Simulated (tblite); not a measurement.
Compound: CH5O2Si (doublet state).
Atom-mapped SMILES: `[O:1][CH2:2][O:3][SiH3:4]` (hydrogens: H5, H6 on C2; H7, H8, H9 on Si4)

Computed with GFN2-xTB (tblite), gas phase: L-BFGS steps from a force-field or distance-geometry start until the largest atomic force falls under 0.01 eV/Å.

Step 42: E = -395.1106 eV
```
atom  x, y, z in Å  |  force x, y, z in eV/Å
O1      1.1160    1.1867    0.7544   -0.016  -0.011   0.068
C2      1.3105    0.1111    0.0971    0.004  -0.013  -0.009
O3      0.2195   -0.5777   -0.3963    0.000   0.011  -0.029
Si4    -1.3424   -0.1405   -0.1329    0.061   0.021  -0.006
H5      1.9957    0.2673   -0.7848    0.009  -0.029  -0.005
H6      1.9080   -0.6432    0.6884    0.012   0.018  -0.027
H7     -1.4930    1.3064   -0.1216   -0.041   0.038  -0.024
H8     -1.9588   -0.7891   -1.2817   -0.012  -0.035  -0.002
H9     -1.7421   -0.7150    1.1524   -0.017   0.000   0.035
```

Step 43: E = -395.1111 eV
```
atom  x, y, z in Å  |  force x, y, z in eV/Å
O1      1.1132    1.1821    0.7587   -0.016   0.002   0.065
C2      1.3099    0.1093    0.0977    0.018   0.007  -0.021
O3      0.2203   -0.5821   -0.3929   -0.005   0.012  -0.042
Si4    -1.3408   -0.1405   -0.1330    0.038   0.035  -0.023
H5      1.9938    0.2693   -0.7855   -0.007  -0.019  -0.009
H6      1.9147   -0.6415    0.6831    0.020  -0.016   0.000
H7     -1.4961    1.3069   -0.1229   -0.026   0.024  -0.030
H8     -1.9570   -0.7891   -1.2829   -0.004  -0.032   0.010
H9     -1.7445   -0.7084    1.1529   -0.019  -0.013   0.048
```

Step 44: E = -395.1116 eV
```
atom  x, y, z in Å  |  force x, y, z in eV/Å
O1      1.1092    1.1777    0.7637   -0.009  -0.010   0.044
C2      1.3092    0.1079    0.0978    0.023   0.032  -0.013
O3      0.2211   -0.5855   -0.3917   -0.002   0.014  -0.049
Si4    -1.3387   -0.1398   -0.1336    0.003   0.040  -0.026
H5      1.9918    0.2710   -0.7861   -0.016  -0.003  -0.008
H6      1.9195   -0.6398    0.6791    0.023  -0.040   0.018
H7     -1.4970    1.3085   -0.1249   -0.014   0.002  -0.034
H8     -1.9563   -0.7904   -1.2829    0.006  -0.023   0.025
H9     -1.7452   -0.7036    1.1536   -0.015  -0.013   0.043
```

Q: Estimate the geometry and energy of step 45. (The exact step hangs on the optimiser's Hessian estimate; all steps are aligned on step 44, rigid shifts and turns removed.)

A: E = -395.1121 eV, largest force 0.076 eV/Å
```
atom  x, y, z in Å  |  force x, y, z in eV/Å
O1      1.1043    1.1725    0.7697    0.000  -0.012   0.020
C2      1.3085    0.1070    0.0972    0.015   0.041   0.003
O3      0.2220   -0.5870   -0.3942    0.004   0.016  -0.054
Si4    -1.3360   -0.1380   -0.1346   -0.040   0.025  -0.013
H5      1.9907    0.2717   -0.7860   -0.012   0.020  -0.009
H6      1.9210   -0.6390    0.6766    0.029  -0.064   0.029
H7     -1.4990    1.3103   -0.1277   -0.002  -0.008  -0.037
H8     -1.9558   -0.7926   -1.2816    0.013  -0.014   0.037
H9     -1.7421   -0.6990    1.1555   -0.007  -0.003   0.024
```

The energy changes by -0.0005 eV. The first-order estimate −F·Δx gives -0.0007 eV and the mean of the old and new forces, exact on a quadratic surface, -0.0005 eV. The step makes an angle of 66° with the force vector and moves no atom by more than 0.009 Å.

The cost below is that of the whole relaxation. Hardware: one thread, Arm Neoverse V2 (aarch64) (shared host). Cost: 0.2 s wall.
